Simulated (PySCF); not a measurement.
C5H14Si2, SMILES C[Si](C)(C)/C=C\[SiH3], singlet (GFN2-xTB optimised geometry):

```
21

C     -1.254    -2.314    -1.482
Si    -0.594    -1.310     0.000
C     -1.208    -2.121     1.616
C      1.316    -1.310     0.000
C     -1.259     0.465     0.000
C     -1.276     1.345    -1.000
Si    -0.656     1.132    -2.762
H     -1.030    -3.371    -1.372
H     -0.815    -1.978    -2.415
H     -2.332    -2.216    -1.574
H     -0.863    -3.148     1.700
H     -0.848    -1.586     2.490
H     -2.293    -2.137     1.666
H      1.711    -0.785     0.865
H      1.711    -0.823    -0.886
H      1.710    -2.323     0.024
H     -1.678     0.785     0.952
H     -1.711     2.323    -0.800
H      0.532     0.280    -2.833
H     -1.719     0.564    -3.599
H     -0.313     2.465    -3.274
```

Method: PBE/def2-SVP in PySCF.

### Question
What are the frontier orbital energies and the dipole moment?

### Answer
HOMO-2 -7.05 eV, HOMO-1 -6.61 eV, HOMO -6.46 eV, LUMO -1.58 eV, LUMO+1 0.29 eV; dipole moment 0.62 D.

Meta-Löwdin charges at PBE/def2-SVP: C1 -0.55, Si2 0.83, C3 -0.55, C4 -0.54, C5 -0.30, C6 -0.30, Si7 0.42, H8 0.12, H9 0.12, H10 0.12, H11 0.11, H12 0.11, H13 0.11, H14 0.11, H15 0.12, H16 0.11, H17 0.10, H18 0.11, H19 -0.09, H20 -0.08, H21 -0.08.
